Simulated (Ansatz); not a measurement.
Geometry optimisation, Ansatz 0.2.0, RHF/def2-SVP.

Input file:

```yaml
crystal:
  periodic: [false, false, false]
  atoms:
    - { symbol: Ga, position_ang: [0.044947, 0.668288, -0.512595] }
    - { symbol: O, position_ang: [-0.029284, 0.249748, 2.444106] }
    - { symbol: H, position_ang: [-0.905919, 0.032224, 2.725692] }
    - { symbol: "N", position_ang: [1.604212, -0.0204, -1.147921] }
    - { symbol: H, position_ang: [1.664001, -0.861204, -1.686977] }
    - { symbol: H, position_ang: [2.505698, 0.249055, -0.808792] }
    - { symbol: "N", position_ang: [-1.536222, -0.058367, -1.058406] }
    - { symbol: H, position_ang: [-1.617166, -0.869242, -1.63914] }
    - { symbol: H, position_ang: [-2.428166, 0.373622, -0.923085] }
    - { symbol: H, position_ang: [0.020864, 1.944226, 0.404202] }
    - { symbol: H, position_ang: [-0.083865, 1.15465, 2.097816] }
basis:
  gaussian: { orbitals: def2-SVP }
hamiltonian:
  xc: hf
relax:
  f_tol: 0.03
  max_steps: 50
```

Launched with:

```bash
$ ansatz run input.yaml --threads 2 --pin off --max-ram 3072MiB --backend cpu --events-out ev --progress --plain --runs-dir out
```

Question: Where does it end, and by what steps?

Answer: The run converged. After 15 steps the energy has fallen by 0.372 eV; H3 moved furthest, 1.11 Å.

```
step  energy less start (eV)  largest force component (eV/Å)  accepted
   0                  0.0000                           1.255       yes
   1                 -0.0511                           2.057       yes
   2                 -0.0677                           1.769       yes
   3                 -0.0648                           2.418        no
   4                 -0.0990                           1.388       yes
   5                 -0.1313                           1.388       yes
   6                 -0.1913                           0.531       yes
   7                 -0.2189                           0.226       yes
   8                 -0.2726                           0.686       yes
   9                 -0.3157                           0.630       yes
  10                 -0.3381                           1.072       yes
  11                 -0.3611                           0.654       yes
  12                 -0.3395                           0.461        no
  13                 -0.3702                           0.120       yes
  14                 -0.3713                           0.040       yes
  15                 -0.3716                           0.026       yes
```

```xyz
11
Properties=species:S:1:pos:R:3
Ga 0.097 0.822 -0.361
O -0.087 0.186 1.819
H -0.945 -0.190 1.635
N 1.583 -0.014 -1.034
H 1.634 -0.998 -1.210
H 2.504 0.367 -0.936
N -1.539 -0.076 -0.544
H -1.569 -0.905 -1.110
H -2.354 0.469 -0.759
H 0.103 2.377 -0.118
H -0.189 0.824 2.511
```

Whether the end is a true minimum wasn't checked by a vibrational analysis.

Time of the run: 27 s on 2 threads of Arm Neoverse V1, with other jobs on the host, peak memory 0.23 GiB.
